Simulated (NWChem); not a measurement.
Everything below was run with NWChem. System: ClGa, charge 1, spin multiplicity 2, at the geometry of a parent with another charge or spin, in a state set for the comparison that need not be this species' ground state. Its SCF solution wasn't tested for a lower state. Level: UMP2/def2-TZVP, 14 core orbitals frozen.

Job file:

```
start mol
memory heap 200 mb stack 900 mb global 1100 mb
charge 1
geometry units angstroms nocenter noautoz
  Ga     0.000000     0.000000    -0.790946
  Cl     0.000000     0.000000     1.442313
  symmetry group C2v
end
basis spherical
  * library def2-tzvp
end
scf
  uhf
  nopen 1
  maxiter 100
  thresh 1e-7
  semidirect memsize 60000000 filesize 0
  # guess.movecs holds the orbitals of an unrestricted PBE0 run
  vectors input guess.movecs output mol.movecs
end
mp2
  freeze core 14
end
task mp2 energy
```

Part of the output:

```
             Northwest Computational Chemistry Package (NWChem) 7.3.0
             --------------------------------------------------------

                                NWChem Input Module
                                -------------------

 Scaling coordinates for geometry "geometry" by  1.889725989
 (inverse scale =  0.529177249)

 Turning off AUTOSYM since
 SYMMETRY directive was detected!

                             Geometry "geometry" -> ""
                             -------------------------

 Output coordinates in angstroms (scale by  1.889725989 to convert to a.u.)

  No.       Tag          Charge          X              Y              Z
 ---- ---------------- ---------- -------------- -------------- --------------
    1 Ga                  31.0000     0.00000000     0.00000000    -0.79094600
    2 Cl                  17.0000     0.00000000     0.00000000     1.44231300

 Effective nuclear repulsion energy (a.u.)     124.8741906885

            Nuclear Dipole moment (a.u.)
            ----------------------------
        X                 Y               Z
 ---------------- ---------------- ----------------
     0.0000000000     0.0000000000    -0.0000094486

      Symmetry information
      --------------------

 Group name             C2v
 Group number             16
 Group order               4
 No. of unique centers     2

      Symmetry unique atoms

     1    2


 Summary of "ao basis" -> "" (spherical)
 ------------------------------------------------------------------------------
       Tag                 Description            Shells   Functions and Types
 ---------------- ------------------------------  ------  ---------------------
 *                         def2-tzvp                  on all atoms

 Summary of "ao basis" -> "ao basis" (spherical)
 ------------------------------------------------------------------------------
       Tag                 Description            Shells   Functions and Types
 ---------------- ------------------------------  ------  ---------------------
 Ga                        def2-tzvp                16       48   6s5p4d1f
 Cl                        def2-tzvp                13       37   5s5p2d1f

                                 NWChem SCF Module
                                 -----------------

  ao basis        = "ao basis"
  functions       =    85
  atoms           =     2
  alpha electrons =    24
  beta  electrons =    23
  charge          =   1.00
  wavefunction    = UHF
  use symmetry    = T
  symmetry adapt  = T

 Summary of "ao basis" -> "ao basis" (spherical)
 ------------------------------------------------------------------------------
       Tag                 Description            Shells   Functions and Types
 ---------------- ------------------------------  ------  ---------------------
 Ga                        def2-tzvp                16       48   6s5p4d1f
 Cl                        def2-tzvp                13       37   5s5p2d1f

      Symmetry analysis of basis
      --------------------------

        a1         37
        a2          8
        b1         20
        b2         20

 Forming initial guess at       0.1s

   Symmetry analysis of molecular orbitals - initial alpha
   -------------------------------------------------------

  Numbering of irreducible representations:

     1 a1          2 a2          3 b1          4 b2

  Orbital symmetries:

     1 a1          2 a1          3 a1          4 b2          5 b1
     6 a1          7 a1          8 a1          9 b1         10 b2
    11 a1         12 b2         13 b1         14 a1         15 a1
    16 a1         17 a2         18 b2         19 b1         20 a1
    21 a1         22 b1         23 b2         24 a1         25 b2
    26 b1         27 a1         28 a1         29 a1         30 a2
    31 b1         32 b2         33 a1         34 b2

   Symmetry analysis of molecular orbitals - initial beta
   ------------------------------------------------------

  Numbering of irreducible representations:

     1 a1          2 a2          3 b1          4 b2

  Orbital symmetries:

     1 a1          2 a1          3 a1          4 b2          5 b1
     6 a1          7 a1          8 a1          9 b1         10 b2
    11 a1         12 b2         13 b1         14 a1         15 a1
    16 a2         17 a1         18 b2         19 b1         20 a1
    21 a1         22 b1         23 b2         24 a1         25 b2
    26 b1         27 a1         28 a1         29 a1         30 a2
    31 b1         32 b2         33 a1         34 b2

 Starting SCF solution at       0.1s

 ----------------------------------------------
         Quadratically convergent UHF

 Convergence threshold     :          1.000E-07
 Maximum no. of iterations :          100
 Integral*density screening:          1.000E-09
 ----------------------------------------------

              iter       energy          gnorm     gmax       time
             ----- ------------------- --------- --------- --------
                 1    -2382.4869144665  8.02D-01  2.60D-01      1.3
                 2    -2382.5052340046  2.02D-01  4.90D-02      1.3
                 3    -2382.5078197414  1.30D-02  5.70D-03      1.4
                 4    -2382.5079600876  3.62D-04  1.58D-04      1.5
                 5    -2382.5079601919  2.52D-07  1.27D-07      1.7
                 6    -2382.5079601919  3.09D-09  8.34D-10      1.8

       Final UHF  results
       ------------------

         Total SCF energy =  -2382.507960191906
      One electron energy =  -3556.026991177881
      Two electron energy =   1048.644840297461
 Nuclear repulsion energy =    124.874190688514
[...]
    39     -0.248391  1 Ga d  0              65      0.190372  2 Cl pz

                     UHF Final Beta Molecular Orbital Analysis
                     -----------------------------------------

 Vector   21  Occ=1.000000D+00  E=-7.293792D-01  Symmetry=a1
              MO Center= -8.6D-16,  2.5D-15,  5.9D-01, r^2= 2.1D+00
   Bfn.  Coefficient  Atom+Function         Bfn.  Coefficient  Atom+Function
  ----- ------------  ---------------      ----- ------------  ---------------
     5      0.529811  1 Ga s                 65     -0.340066  2 Cl pz
     4     -0.229289  1 Ga s                 52     -0.200818  2 Cl s
    18      0.196624  1 Ga pz                 6      0.185442  1 Ga s
    68     -0.179923  2 Cl pz                53     -0.156429  2 Cl s
    62     -0.151205  2 Cl pz

 Vector   22  Occ=1.000000D+00  E=-6.792211D-01  Symmetry=b1
              MO Center=  9.9D-16,  4.5D-17,  1.3D+00, r^2= 1.3D+00
   Bfn.  Coefficient  Atom+Function         Bfn.  Coefficient  Atom+Function
  ----- ------------  ---------------      ----- ------------  ---------------
    63      0.551443  2 Cl px                66      0.318671  2 Cl px
    60      0.248333  2 Cl px                54     -0.197412  2 Cl px

 Vector   23  Occ=1.000000D+00  E=-6.792211D-01  Symmetry=b2
              MO Center=  3.7D-17, -1.2D-15,  1.3D+00, r^2= 1.3D+00
   Bfn.  Coefficient  Atom+Function         Bfn.  Coefficient  Atom+Function
  ----- ------------  ---------------      ----- ------------  ---------------
    64      0.551443  2 Cl py                67      0.318671  2 Cl py
    61      0.248333  2 Cl py                55     -0.197412  2 Cl py

 Vector   24  Occ=0.000000D+00  E=-3.004191D-01  Symmetry=a1
              MO Center= -2.7D-16,  1.5D-15, -5.9D-01, r^2= 3.6D+00
   Bfn.  Coefficient  Atom+Function         Bfn.  Coefficient  Atom+Function
  ----- ------------  ---------------      ----- ------------  ---------------
     6      0.594789  1 Ga s                  5      0.381552  1 Ga s
    65      0.292964  2 Cl pz                68      0.283265  2 Cl pz
     4     -0.199200  1 Ga s                 18     -0.193875  1 Ga pz
    21     -0.156895  1 Ga pz

 Vector   25  Occ=0.000000D+00  E=-1.712710D-01  Symmetry=b2
              MO Center= -1.5D-15, -7.5D-16, -7.9D-01, r^2= 4.1D+00
   Bfn.  Coefficient  Atom+Function         Bfn.  Coefficient  Atom+Function
  ----- ------------  ---------------      ----- ------------  ---------------
    20      0.748882  1 Ga py                17      0.404213  1 Ga py
    67     -0.205412  2 Cl py                11     -0.156922  1 Ga py

 Vector   26  Occ=0.000000D+00  E=-1.712710D-01  Symmetry=b1
              MO Center= -1.2D-14, -6.9D-15, -7.9D-01, r^2= 4.1D+00
   Bfn.  Coefficient  Atom+Function         Bfn.  Coefficient  Atom+Function
  ----- ------------  ---------------      ----- ------------  ---------------
    19      0.748882  1 Ga px                16      0.404213  1 Ga px
    66     -0.205412  2 Cl px                10     -0.156922  1 Ga px

 center of mass
 --------------
 x =   0.00000000 y =   0.00000000 z =  -0.07421938

 moments of inertia (a.u.)
 ------------------
         413.186027246171           0.000000000000           0.000000000000
           0.000000000000         413.186027246171           0.000000000000
           0.000000000000           0.000000000000           0.000000000000

  Mulliken analysis of the total density
  --------------------------------------

    Atom       Charge   Shell Charges
 -----------   ------   -------------------------------------------------------
    1 Ga  31    29.92   2.00  2.00  1.17  0.79  0.99  0.40  5.98  4.43  1.56  0.39  0.09  8.90  1.12 -0.01  0.06  0.02
    2 Cl  17    17.08   2.01  0.45  1.51  1.13  0.85  4.18  1.69  1.04  2.81  1.37  0.01  0.02  0.00

  Mulliken analysis of the alpha density
  --------------------------------------

    Atom       Charge   Shell Charges
 -----------   ------   -------------------------------------------------------
    1 Ga  31    15.27   1.00  1.00  0.59  0.39  0.64  0.29  2.99  2.22  0.78  0.27  0.06  4.44  0.57 -0.00  0.03  0.01
    2 Cl  17     8.73   1.01  0.22  0.76  0.56  0.43  2.10  0.84  0.56  1.53  0.70  0.00  0.01  0.00

   Mulliken analysis of the beta density
   -------------------------------------

    Atom       Charge   Shell Charges
 -----------   ------   -------------------------------------------------------
    1 Ga  31    14.65   1.00  1.00  0.58  0.40  0.35  0.12  2.99  2.21  0.78  0.13  0.03  4.46  0.56 -0.01  0.03  0.01
    2 Cl  17     8.35   1.01  0.22  0.76  0.56  0.42  2.08  0.85  0.48  1.28  0.67  0.00  0.01  0.00

   Mulliken analysis of the spin density
   -------------------------------------

    Atom       Charge   Shell Charges
 -----------   ------   -------------------------------------------------------
    1 Ga  31     0.62   0.00  0.00  0.01 -0.02  0.29  0.17  0.00  0.00 -0.00  0.14  0.03 -0.02  0.01  0.01 -0.01  0.00
    2 Cl  17     0.38   0.00  0.00 -0.00  0.00  0.00  0.02 -0.01  0.09  0.26  0.03 -0.00 -0.00  0.00

       Multipole analysis of the density wrt the origin
       ------------------------------------------------

     L   x y z        total         alpha         beta         nuclear
     -   - - -        -----         -----         ----         -------
     0   0 0 0      1.000000    -24.000000    -23.000000     48.000000

     1   1 0 0      0.000000      0.000000      0.000000      0.000000
     1   0 1 0     -0.000000     -0.000000     -0.000000      0.000000
     1   0 0 1     -1.687541     -0.294141     -1.393391     -0.000009

     2   2 0 0    -17.462392     -9.422443     -8.039949      0.000000
     2   1 1 0      0.000000     -0.000000      0.000000      0.000000
     2   1 0 1      0.000000     -0.000000      0.000000      0.000000
     2   0 2 0    -17.462392     -9.422443     -8.039949      0.000000
     2   0 1 1      0.000000      0.000000      0.000000      0.000000
     2   0 0 2    -13.813097   -110.028245    -99.329186    195.544333

                   NWChem MP2 Semi-direct Energy/Gradient Module
                   ---------------------------------------------

  Basis functions       =     85
  Molecular orbitals    =     85
  Frozen core           =     14
  Frozen virtuals       =      0
  Active alpha occupied =     10
  Active beta occupied  =      9
  Active alpha virtual  =     61
  Active beta virtual   =     62
  Use MO symmetry       = T
  Use skeleton AO sym   = T

  AO/Fock/Back tols     =   1.0D-09  1.0D-09  1.0D-09

 GA uses MA = F    GA memory limited = T

 Available:
  local mem=  1.26D+08
 global mem=  1.44D+08
 local disk=  0.00D+00
  mp2_memr nvloc                    61
  nvloc new                    61
   1 passes of  10:        4194304                      45226                   7441502.
   1 passes of  10: M    126144140           G      144164750           F     121949836.

 Semi-direct pass number   1 of   1  for UHF alpha       at        1.9s
  vrange nnbf                  3582
  mp2_eaftype                    28  avail_ma_in_mb                  1099
 EAF : mp2_eaftype filesize          28    3720751.
  mp2_eaf for mointskh                     28
Node 0 wrote     17.5 Mb in      0.0 s     Agg I/O rate:  1827.5 Mb/s
 Done moints_semi at        5.1s
  mp2_eaftype                    28  avail_ma_in_mb                  1071
 EAF : mp2_eaftype filesize          28    3720751.
  mp2_eaf for kh                    28
 Done maket at        5.2s
 Done multipass loop at        5.2s

 GA uses MA = F    GA memory limited = T

 Available:
  local mem=  1.26D+08
 global mem=  1.44D+08
 local disk=  0.00D+00
  mp2_memr nvloc                    62
  nvloc new                    62
   1 passes of   9:        4194304                      42627                   6808204.
   1 passes of   9: M    126144140           G      144164750           F     121949836.

 Semi-direct pass number   1 of   1  for UHF beta        at        5.2s
  vrange nnbf                  3582
  mp2_eaftype                    25  avail_ma_in_mb                  1099
 EAF : mp2_eaftype filesize          25    3404102.
  mp2_eaf for mointskh                     25
Node 0 wrote     16.0 Mb in      0.0 s     Agg I/O rate:  1520.1 Mb/s
 Done moints_semi at        9.9s
  mp2_eaftype                    25  avail_ma_in_mb                  1074
 EAF : mp2_eaftype filesize          25    3404102.
  mp2_eaf for kh                    25
 Done maket at       10.0s
 Done multipass loop at       10.0s

          -------------------------------------------
          SCF energy               -2382.507960191906
          Correlation energy          -0.346925024549
          Singlet pairs                0.000000000000
          Triplet pairs                0.000000000000
          Total MP2 energy         -2382.854885216455
          -------------------------------------------

          ---------------------------------------------------
                    Spin Component Scaled (SCS) MP2
          Same spin pairs                     -0.101353267543
          Same spin scaling factor             0.333333333333
          Opposite spin pairs                 -0.245571757006
          Opposite spin scaling fact.          1.200000000000
          SCS-MP2 correlation energy          -0.328470530921
          Total SCS-MP2 energy             -2382.836430722827
          ---------------------------------------------------

 -----------------------
 Performance information
 -----------------------

 Timer overhead =  1.82D-07 seconds/call

               Nr. of calls         CPU time (s)                 Wall time (s)                GFlops
             ---------------    -------------------     ------------------------------   -------------------
Name         Min   Avg   Max    Min     Avg     Max     Min     Avg     Max   Mx/calls   Min     Max     Sum
mp2: moin     2     2     2    7.9     7.9     7.9      7.9     7.9     7.9     3.9      0.0     0.0     0.0
mp2: make     2     2     2   0.17    0.17    0.17     0.17    0.17    0.17    8.49E-2   0.0     0.0     0.0
mp2: tota     1     1     1    8.1     8.1     8.1      8.1     8.1     8.1     8.1      0.0     0.0     0.0

 The average no. of pstat calls per process was 5.00D+00
 with a timing overhead of 9.12D-07s

 Task  times  cpu:       10.0s     wall:       10.0s

 Total times  cpu:       10.0s     wall:       10.0s
```
